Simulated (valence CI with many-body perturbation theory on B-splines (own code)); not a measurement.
Results of a calculation; reference values are marked as such.
**As¹⁹⁺ in three bases**

Method: valence CI with perturbative core correlation (CI+MBPT): four valence electrons over a frozen Dirac-Fock core [Ne], a basis of 9 s, 9 p, 8 d, 6 f, 3 g, 1 h functions for each j, with the one-electron correlation potential Σ1, the two-electron term Σ2, the three-electron term Σ3, Breit, model QED; selected CI, second order for the rest, scaled by the run's own slope (own B-spline code, finite nucleus).

No measured spectrum was set against this ion. As an estimate, levels of excited configurations hold to 0.05 to 0.15 % of their energy, terms of the ground configuration to about 0.5 %.

The reference run has the lowest level 3s2 3p2 3P_0 and an ionisation energy of 773.097 eV. Its largest variational space holds 19987 state functions.

Names give the largest LS component (configuration and term), which can be under half, so a name can repeat, a term be missing and a line seem to break the LS rules; names also repeat where a configuration has a term twice.

Changed runs:
A. basis 6 s, 6 p, 5 d, 3 f, 1 g
B. basis 5 s, 5 p, 4 d, 2 f

Excitation energies of the reference run in cm⁻¹, and shifts in cm⁻¹:

| Level | Reference | A | B |
| --- | --- | --- | --- |
| 3s2 3p2 3P_1 | 40989 | -31 | -87 |
| 3s2 3p2 3P_2 | 62114 | +17 | +80 |
| 3s2 3p2 1D_2 | 124638 | +67 | +270 |
| 3s2 3p2 1S_0 | 186703 | +173 | +539 |
| 3s 3p3 5S°_2 | 376509 | -217 | -681 |
| 3s 3p3 3D°_1 | 474658 | -0.5 | +30 |
| 3s 3p3 3D°_2 | 477594 | -11 | -1.2 |
| 3s 3p3 3D°_3 | 493687 | -16 | -14 |
| 3s 3p3 3P°_0 | 548635 | +67 | +250 |
| 3s 3p3 3P°_1 | 553734 | +56 | +213 |
| 3s 3p3 3P°_2 | 555312 | +43 | +125 |
| 3s 3p3 1D°_2 | 604706 | +62 | +115 |
| Ionisation energy (eV) | 773.097 | -0.023 | -0.069 |
